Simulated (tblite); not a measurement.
Species: C8H9O (doublet state).
Atom-mapped SMILES: `[O:1]=[C:2]1[C:3]=[CH:4][C@H:5]([CH:6]2[CH2:7][CH2:8]2)[CH2:9]1` (hydrogens: H10 on C4; H11 on C5; H12 on C6; H13, H14 on C7; H15, H16 on C8; H17, H18 on C9)

Cartesian coordinates in Å at the GFN2-xTB level; atoms count from 1:
```
atom  x, y, z in Å
O1     3.7932    0.3871   -0.4270
C2     2.7138   -0.0679   -0.1699
C3     2.2331   -1.4361   -0.1411
C4     0.9616   -1.5638    0.1827
C5     0.3179   -0.2145    0.4444
C6    -0.8419    0.0262   -0.4925
C7    -2.2156   -0.4449   -0.1219
C8    -1.9040    1.0201   -0.1192
C9     1.4819    0.7724    0.2263
H10    0.3926   -2.4726    0.2566
H11   -0.0444   -0.1800    1.4769
H12   -0.5649   -0.0312   -1.5386
H13   -2.3441   -0.9364    0.8307
H14   -2.8526   -0.8357   -0.9002
H15   -2.3221    1.6391   -0.8979
H16   -1.8173    1.5215    0.8328
H17    1.2756    1.4811   -0.5759
H18    1.7285    1.3418    1.1221
```

Structure optimised with GFN2-xTB, isolated species. This method treats the open shell by occupation alone, without spin polarisation.

Take the most abundant isotopes and a rigid rotor. The values belong to one conformer with, in the numbering `[O:1]=[C:2]1[C:3]=[CH:4][C@H:5]([CH:6]2[CH2:7][CH2:8]2)[CH2:9]1`, C4–C5–C6–C7 88°.

Give the principal moments of inertia and the rotational constants in cm⁻¹.

Ia = 111.61, Ib = 512.63, Ic = 587.55 u·Å²; 505379 MHz·u·Å²/I gives 4528, 985.9 and 860.1 MHz, that is A = 0.15104, B = 0.03288, C = 0.02869 cm⁻¹.

What kind of rotor is it?

A near-prolate asymmetric top; Ray's κ = -0.931.

What does the inertial defect say?

Not planar: Δ = Ic − Ia − Ib = -36.68 u·Å². For a rigid frame Δ = −2 Σ m c², so Σ m c² = 18.34 u·Å² lies off the ab plane: 9.50 from hydrogen and 8.84 from heavier atoms. The atom farthest from that plane is 1.53 Å away.

Give the other two planar moments, Paa and Pbb, and the rms extents of the mass along the axes.

Paa = Σ m a² = (Ib + Ic − Ia)/2 = 494.29 and Pbb = Σ m b² = (Ia + Ic − Ib)/2 = 93.27 u·Å². With the mass M = 121.07 u, the rms extents √(P/M) along a, b and c are 2.02, 0.88, 0.39 Å.

Where do the levels up to J = 5 lie, in MHz?

Above 0(0,0):
J = 1: 1(0,1) 1846, 1(1,1) 5388, 1(1,0) 5514
J = 2: 2(0,2) 5535, 2(1,2) 8955, 2(1,1) 9332, 2(2,1) 19958, 2(2,0) 19962
J = 3: 3(0,3) 11060, 3(1,3) 14302, 3(1,2) 15056, 3(2,2) 25496, 3(2,1) 25513, 3(3,1) 43524, 3(3,0) 43524
J = 4: 4(0,4) 18411, 4(1,4) 21428, 4(1,3) 22685, 4(2,3) 32878, 4(2,2) 32927, 4(3,2) 50914, 4(3,1) 50915, 4(4,1) 76144, 4(4,0) 76144
J = 5: 5(0,5) 27576, 5(1,5) 30330, 5(1,4) 32214, 5(2,4) 42101, 5(2,3) 42215, 5(3,3) 60155, 5(3,2) 60157, 5(4,2) 85381, 5(4,1) 85381, 5(5,1) 117820, 5(5,0) 117820
The levels of one J sum to (2J + 1)J(J + 1)(A + B + C)/3.

Estimate the classical rotational partition function at 200 K, 298.15 K and 500 K.

Point group C1, symmetry number σ = 1; q = (√π/σ)·√((kT/h)³/(ABC)), k/h = 20836.6 MHz/K: 243000 at 200 K, 443000 at 298.15 K, 962000 at 500 K.

For this open shell read J as N, the rotation without spin; fine and hyperfine splittings come on top. Its GFN2-xTB frequencies are all real (lowest 26 cm⁻¹). No vibrational averaging or centrifugal distortion is included, and the geometry carries the error of its method.

On one thread of an Arm Neoverse V2, no GPU, shared host, this took 0.18 s of wall time. This is the geometry optimisation.

These are computed values.
